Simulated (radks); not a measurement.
Values are calculated unless marked as measured or tabulated.
Excited configurations of Ca IV: one electron is placed in a higher orbital outside [Ne] 3s2 3p4. The ground configuration is [Ne] 3s2 3p5. Code: a radial shooting solver on a logarithmic mesh with Libxc functionals. Model: Dirac Kohn-Sham, PBE, spin-unpolarised, spherical densities, finite nucleus; open shells are shared between the two j in proportion to 2j + 1; Fermi nuclear charge, rms radius 3.4776 fm. Excitation = E - E(ground); binding = E(ion) - E, where the ion is the core of charge +4; n* = 4/sqrt(2 binding) in atomic units, and the quantum defect is n - n*. Eigenvalue and <r> are those of j = l + 1/2.

| outer orbital | excitation (eV) | binding (eV) | n* | quantum defect | eigenvalue (eV) | <r> (bohr) |
|---|---|---|---|---|---|---|
| 4d | 49.892 | 18.548 | 3.426 | 0.574 | -15.974 | 3.752 |
| 5s | 52.039 | 16.401 | 3.643 | 1.357 | -14.610 | 5.093 |
| 5d | 57.092 | 11.348 | 4.380 | 0.620 | -9.969 | 6.612 |
| 5f | 59.084 | 9.356 | 4.824 | 0.176 | -8.102 | 7.307 |
| 6d | 60.807 | 7.633 | 5.340 | 0.660 | -6.799 | 10.19 |
| 6f | 61.872 | 6.568 | 5.757 | 0.243 | -5.802 | 11.15 |

Estimate the row for 7f.

Answer. excitation (eV) 63.596; binding (eV) 4.844; n* 6.704; quantum defect 0.296; eigenvalue (eV) -4.326; <r> (bohr) 15.72. The Delta-SCF ionisation energy is 68.440 eV (NIST Atomic Spectra Database: 67.273 eV, semi-empirical). Self-interaction in the functional shifts the binding energies and quantum defects, so they are the method's values and not measured ones. Spin polarisation and multiplet splitting are left out, so open shells lie too high by an amount that depends on their filling.

Beside tabulated values, note that spin-unpolarised runs miss the spin-polarisation part of the exchange energy of open shells.
